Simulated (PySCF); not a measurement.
C₃H₆BFSe.
SMILES with atom numbers: `[BH2:1][C@@H:2]1[CH2:3][Se:4][C@@H:5]1[F:6]` (hydrogens: H7, H8 on B1; H9 on C2; H10, H11 on C3; H12 on C5)

Computed by this run: PBE0-D3(BJ)/def2-SVP geometry optimisation, gas phase (PySCF 2.14.0); density fitting, grid level 1; the optimiser is geomeTRIC in internal coordinates, started from a GFN2-xTB structure with every atom displaced at random (about 0.01 Å).

Step 0: E = -71922.2138 eV
```
atom  x, y, z in Å  |  force x, y, z in eV/Å
B1      1.1857   -0.8719   -0.8339   -0.919   1.444   1.475
C2      0.1791   -0.2763    0.2558    0.052  -0.141  -0.337
C3     -1.3528   -0.4359    0.0517    0.799   0.124   0.920
Se4    -1.7081    1.3389    0.8495   -0.212  -0.200   0.088
C5      0.2132    1.2373    0.5065    0.451   0.352   0.665
F6      0.5497    1.9751   -0.5840    0.251  -0.018  -0.446
H7      0.8362   -1.7443   -1.4965   -0.352  -1.290  -0.891
H8      2.2485   -0.3840   -0.9421    0.822   0.204  -0.088
H9      0.4681   -0.7567    1.2222   -0.039   0.032  -0.278
H10    -1.7952   -1.2721    0.5931   -0.228  -0.181   0.069
H11    -1.6383   -0.4456   -0.9806   -0.363  -0.077  -0.926
H12     0.8532    1.6004    1.3434   -0.262  -0.247  -0.251
```

Step 1: E = -71922.3262 eV
```
atom  x, y, z in Å  |  force x, y, z in eV/Å
B1      1.1291   -0.7828   -0.8662    0.210  -0.439   0.250
C2      0.1614   -0.2558    0.2334   -0.238   0.380   0.046
C3     -1.3632   -0.4380    0.0762    0.092  -0.171  -0.256
Se4    -1.7302    1.3767    0.7480    0.093   0.019  -0.077
C5      0.2244    1.2535    0.5278    0.050  -0.184  -0.163
F6      0.7120    1.9573   -0.5420   -0.122   0.054   0.159
H7      0.8528   -1.8053   -1.4631   -0.012   0.197  -0.069
H8      2.2269   -0.2933   -0.9869   -0.061   0.027  -0.111
H9      0.5107   -0.7926    1.1372    0.085  -0.120   0.035
H10    -1.8239   -1.2318    0.6816    0.063   0.045   0.009
H11    -1.6594   -0.5726   -0.9780   -0.144   0.100   0.170
H12     0.7990    1.5499    1.4169   -0.016   0.092   0.007
```

Problem. Estimate the geometry and energy of step 2. (The exact step hangs on the optimiser's Hessian estimate; all steps are aligned on step 1, rigid shifts and turns removed.)

Solution. E = -71922.3461 eV, largest force 0.145 eV/Å
```
atom  x, y, z in Å  |  force x, y, z in eV/Å
B1      1.1436   -0.8116   -0.8450    0.017   0.019  -0.015
C2      0.1648   -0.2576    0.2380   -0.069   0.108  -0.067
C3     -1.3589   -0.4406    0.0717    0.046  -0.102  -0.055
Se4    -1.7241    1.3769    0.7323   -0.031   0.041   0.012
C5      0.2262    1.2524    0.5261    0.038  -0.026  -0.036
F6      0.7049    1.9741   -0.5323   -0.017  -0.034   0.030
H7      0.8572   -1.7932   -1.4941   -0.032   0.019   0.047
H8      2.2290   -0.3052   -0.9931    0.024  -0.024   0.016
H9      0.5093   -0.8001    1.1448    0.008  -0.011   0.010
H10    -1.8134   -1.2274    0.6880    0.016   0.002   0.027
H11    -1.6864   -0.5684   -0.9701   -0.006   0.023   0.025
H12     0.7874    1.5658    1.4188    0.005  -0.016   0.007
```

The energy changes by -0.0199 eV. The first-order estimate −F·Δx gives -0.0413 eV and the mean of the old and new forces, exact on a quadratic surface, -0.0199 eV. The step makes an angle of 52° with the force vector and moves no atom by more than 0.039 Å.

The cost below is that of the whole optimisation. On an Arm Neoverse V2 with one thread, on a shared host, this took 50 s of wall time and 0.52 GiB of memory at its peak.
